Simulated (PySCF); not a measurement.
C6H9FO.
SMILES: `CO/C=C/C/C=C\F`

Torsions of this conformer, `[CH3:1][O:2]/[CH:3]=[CH:4]/[CH2:5]/[CH:6]=[CH:7]\[F:8]`: C1–O2–C3–C4 0°, C3–C4–C5–C6 -112°, C4–C5–C6–C7 -120°.

The closed-shell ground state was solved at several levels (PySCF, density fitting, gas phase, non-relativistic). Isolated species at its GFN2-xTB geometry (one conformer only).

| level | basis functions | HOMO (eV) | LUMO (eV) | gap (eV) | dipole (D) |
| --- | --- | --- | --- | --- | --- |
| PBE0/pcSseg-1 | 181 | -6.51 | 0.34 | 6.85 | 1.35 |
| B3LYP/def2-SVPD | 238 | -6.38 | -0.07 | 6.31 | 1.27 |

What might PBE0/def2-SVPD (238 basis functions) give for the same quantities?

HOMO -6.59 eV, LUMO 0.18 eV, gap 6.77 eV, dipole 1.27 D.

Over all these levels, which gives the widest orbital gap and which the narrowest?

PBE0/pcSseg-1 (global hybrid, 25 % exact exchange) has the widest, 6.85 eV, and B3LYP/def2-SVPD (global hybrid, 20 % exact exchange) the narrowest, 6.31 eV. Functional and basis both differ between the two, so the spread mixes both effects.

How far do the dipole and the HOMO energy spread over the levels?

The dipole runs from 1.27 to 1.35 D (mean 1.30 D) and the HOMO from -6.59 to -6.38 eV.
